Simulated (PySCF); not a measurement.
A run for PySCF: R-B3LYP/6-31G* on AlS-, 2S+1 = 1, a point of a bond scan (R = 2.219 Å). Charge -1.

```python
from pyscf import gto, scf, dft, mp
from pyscf.data.elements import chemcore

mol = gto.M(
    atom='''
    Al    0.00000000    0.00000000    0.00000000
    S     0.00000000    0.00000000    2.21944800
    ''',
    basis='6-31g*',
    cart=True,
    charge=-1, spin=0, verbose=3, max_memory=1800)
mf = dft.RKS(mol, xc='b3lyp')
mf.conv_tol = 1e-8
mf.max_cycle = 100
mf.kernel()
if not mf.converged:
    mf = mf.newton().run(mf.mo_coeff, mf.mo_occ)
```

Output:

```
converged SCF energy = -640.706482130253
```

The calculation finished and met its thresholds.

Cost: around 1.4 core-seconds (rough).
